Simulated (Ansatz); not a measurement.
Sn(tBu)H3 (C4H12Sn), 17 atoms. Hardware: 4 threads of Arm Neoverse V1 on a shared host.

In the def2 sets Sn takes a core potential; there is no spin–orbit coupling. Correlated methods freeze 8 core orbitals; core or outer-core shells of Sn are correlated, in sets that lack core-valence functions.

How many basis functions does each of these Ansatz runs have, and roughly what does it cost? BLYP-D4/def2-TZVP, charge 0 singlet, energy, from earlier orbitals; PBE0-D4/def2-TZVP, charge 0 singlet, energy, from earlier orbitals; CCSD(T)/def2-SVP, charge 0 singlet, energy, from earlier orbitals; HF/STO-3G, charge 0 singlet, energy; PBE-D4/def2-TZVP, charge 0 singlet, energy and forces, from earlier orbitals; PBE0-D4/def2-SVP, charge 0 singlet, energy, from earlier orbitals; MP2/def2-TZVP, charge 0 singlet, energy, from earlier orbitals; r2SCAN-D4/def2-TZVP, charge 0 singlet, energy, from earlier orbitals; BHLYP-D4/def2-TZVP, charge 0 singlet, energy, from earlier orbitals; B3LYP-D4/def2-SVP, charge 0 singlet, relaxation, 4 steps; LC-ωPBE/def2-TZVP, charge 0 singlet, energy, from earlier orbitals; PBE-D4/def2-SVP, charge 0 singlet, energy, from earlier orbitals.

Other jobs shared the machine, so times can vary by a factor of up to 3. A dash marks memory too small to be measured apart from the calling script's.

```json
{"run": "HF/STO-3G, charge 0 singlet, energy", "functions": "59", "fitting or Cholesky vectors": "816", "wall time": "0.4 s", "peak host memory (GiB)": "–"}
{"run": "PBE-D4/def2-SVP, charge 0 singlet, energy, from earlier orbitals", "functions": "142", "fitting or Cholesky vectors": "1619", "wall time": "1.6 s", "peak host memory (GiB)": "–"}
{"run": "PBE0-D4/def2-SVP, charge 0 singlet, energy, from earlier orbitals", "functions": "142", "fitting or Cholesky vectors": "1682", "wall time": "2 s", "peak host memory (GiB)": "–"}
{"run": "BLYP-D4/def2-TZVP, charge 0 singlet, energy, from earlier orbitals", "functions": "246", "fitting or Cholesky vectors": "1636", "wall time": "3 s", "peak host memory (GiB)": "–"}
{"run": "LC-ωPBE/def2-TZVP, charge 0 singlet, energy, from earlier orbitals", "functions": "246", "fitting or Cholesky vectors": "1636", "wall time": "3.5 s", "peak host memory (GiB)": "0.55"}
{"run": "PBE-D4/def2-TZVP, charge 0 singlet, energy and forces, from earlier orbitals", "functions": "246", "fitting or Cholesky vectors": "1636", "wall time": "3.7 s", "peak host memory (GiB)": "–"}
{"run": "BHLYP-D4/def2-TZVP, charge 0 singlet, energy, from earlier orbitals", "functions": "246", "fitting or Cholesky vectors": "1896", "wall time": "4.1 s", "peak host memory (GiB)": "0.77"}
{"run": "MP2/def2-TZVP, charge 0 singlet, energy, from earlier orbitals", "functions": "246", "fitting or Cholesky vectors": "1869", "wall time": "4.3 s", "peak host memory (GiB)": "0.74"}
{"run": "PBE0-D4/def2-TZVP, charge 0 singlet, energy, from earlier orbitals", "functions": "246", "fitting or Cholesky vectors": "1709", "wall time": "4.7 s", "peak host memory (GiB)": "0.73"}
{"run": "r2SCAN-D4/def2-TZVP, charge 0 singlet, energy, from earlier orbitals", "functions": "246", "fitting or Cholesky vectors": "1636", "wall time": "5.5 s", "peak host memory (GiB)": "–"}
{"run": "B3LYP-D4/def2-SVP, charge 0 singlet, relaxation, 4 steps", "functions": "142", "fitting or Cholesky vectors": "1693", "wall time": "11 s", "peak host memory (GiB)": "–"}
{"run": "CCSD(T)/def2-SVP, charge 0 singlet, energy, from earlier orbitals", "functions": "142", "fitting or Cholesky vectors": "1550", "wall time": "31 s", "peak host memory (GiB)": "1.3"}
```
